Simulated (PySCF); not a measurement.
Stepwise substitution at one centre (Al CH3-I). Gas-phase values, no solvent. Strings in code marks are SMILES.

Calculation: PBE0-D3(BJ)/def2-TZVP run with PySCF. Delta-SCF ions had no search for a lower state. Excitations are Tamm–Dancoff values on a coarser integration grid. The basis has no diffuse functions, so Rydberg states are missing or too high.

```tsv
species	LUMO (eV)	vertical ionisation energy (Delta-SCF) (eV)	HOMO–LUMO gap (eV)	T1 excitation (TDA) (eV)
0 of 3 CH3 replaced by I	-0.35	9.53	7.18	5.35
1 of 3 CH3 replaced by I (`[CH3][Al]([CH3])[I]`)	-0.96	9.24	6.35	4.89
2 of 3 CH3 replaced by I (`[CH3][Al]([I])[I]`)	?	9.42	?	4.76
3 of 3 CH3 replaced by I (`[I][Al]([I])[I]`)	?	?	5.81	4.37
```

### Question
Complete the blanks.

### Answer

- 2 of 3 CH3 replaced by I (`[CH3][Al]([I])[I]`), LUMO (eV): -1.47
- 2 of 3 CH3 replaced by I (`[CH3][Al]([I])[I]`), HOMO–LUMO gap (eV): 6.13
- 3 of 3 CH3 replaced by I (`[I][Al]([I])[I]`), LUMO (eV): -1.92
- 3 of 3 CH3 replaced by I (`[I][Al]([I])[I]`), vertical ionisation energy (Delta-SCF) (eV): 9.39
